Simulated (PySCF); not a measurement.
**Electron correlation in Sb⁺ (antimony, charge +1)**

[Kr] 4d10 5s2 5p2, high-spin 3P determinant. Computed with PySCF 2.14 in def2-SVP with the def2 core potential (28 electrons), with scalar relativity through the core potential. Frozen: 4s2 4p6 4d10; 4 electrons correlated.

MP2 pair energies summed by pair of shells (mhartree):

```json
{"pair": "5s-5p", "energy": "-21.38", "share (%)": "60.3"}
{"pair": "5s-5s", "energy": "-10.56", "share (%)": "29.8"}
{"pair": "5p-5p", "energy": "-3.52", "share (%)": "9.9"}
```

Total MP2 correlation energy: -35.47 mhartree.

Same-spin part -5.90 and opposite-spin part -29.57 mhartree; SCS-MP2 scales them by 1/3 and 6/5 to -37.45 mhartree.

```
  level  correlation energy (mhartree)
   CCSD                         -49.68
    (T)                          -0.52
CCSD(T)                         -50.20
```

Diagnostics: T1 = 0.0068, D1 = 0.0188, largest double amplitude 0.095.

Cost of the coupled-cluster step: 0.14 s of wall time on 1 thread of Neoverse-V1 (shared host), for 4 correlated electrons.

Iterations:

```
CC2 = 0
CCSD nocc = (np.int64(3), np.int64(1)), nmo = (17, 17)
frozen orbitals [[0, 1, 2, 3, 4, 5, 6, 7, 8], [0, 1, 2, 3, 4, 5, 6, 7, 8]]
max_cycle = 100
direct = 0
conv_tol = 1e-08
conv_tol_normt = 1e-06
diis_space = 8
diis_start_cycle = 0
Init t2, MP2 energy = -0.0354659522603343
Init E_corr(UCCSD) = -0.0354659522607288
cycle = 1  E_corr(UCCSD) = -0.0452912425180403  dE = -0.00982529026  norm(t1,t2) = 0.0462771
cycle = 2  E_corr(UCCSD) = -0.0481433019816051  dE = -0.00285205946  norm(t1,t2) = 0.0167174
cycle = 3  E_corr(UCCSD) = -0.0496788542759086  dE = -0.00153555229  norm(t1,t2) = 0.00711776
cycle = 4  E_corr(UCCSD) = -0.0496688780106094  dE = 9.9762653e-06  norm(t1,t2) = 0.00117827
cycle = 5  E_corr(UCCSD) = -0.0496782023833279  dE = -9.32437272e-06  norm(t1,t2) = 0.000153764
cycle = 6  E_corr(UCCSD) = -0.0496752530916316  dE = 2.9492917e-06  norm(t1,t2) = 1.98365e-05
cycle = 7  E_corr(UCCSD) = -0.0496762711847167  dE = -1.01809309e-06  norm(t1,t2) = 3.6381e-06
cycle = 8  E_corr(UCCSD) = -0.0496760251796572  dE = 2.4600506e-07  norm(t1,t2) = 8.69775e-07
cycle = 9  E_corr(UCCSD) = -0.049676066025061  dE = -4.08454038e-08  norm(t1,t2) = 1.55903e-07
cycle = 10  E_corr(UCCSD) = -0.0496760595172552  dE = 6.50780576e-09  norm(t1,t2) = 3.1077e-08
UCCSD converged
E(UCCSD) = -239.0071615730551  E_corr = -0.04967605951725521
UCCSD(T) correction = -0.000517313123416981
```
